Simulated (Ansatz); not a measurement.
**C7H8 (toluene): the vertical energy of the triplet above the singlet from total energies**

C7H8 has 15 atoms, charge 0, and is taken as a singlet. As SMILES, `Cc1ccccc1`. The coordinates come from a PBE0-D4/def2-TZVP relaxation.

Both states at this one shape; open shells run unrestricted unless said. 1 Eh = 27.2114 eV.

```tsv
level	program	singlet C7H8 (Eh)	triplet C7H8 (Eh)
HF/3-21G	Ansatz	-268.239307	-268.107493
B3LYP/6-31G* (Cartesian functions)	Ansatz	-271.565982	-271.403643
CAM-B3LYP/6-31G* (spherical functions)	Ansatz	-271.391504	-271.229716
```

Problem. Work out the vertical gap, second state less first, at each level.

Solution. 
1. HF/3-21G: -268.107493 − (-268.239307) = 0.131814 Eh = 3.59 eV.
2. B3LYP/6-31G* (Cartesian functions): -271.403643 − (-271.565982) = 0.162339 Eh = 4.42 eV.
3. CAM-B3LYP/6-31G* (spherical functions): -271.229716 − (-271.391504) = 0.161788 Eh = 4.40 eV.

No measured value is set beside it here; the levels span 3.59 to 4.42 eV. Hartree–Fock favours the state with fewer electron pairs, since it lacks pair correlation. The reference of the second state is spin-contaminated at HF/3-21G (⟨S²⟩ = 2.35).
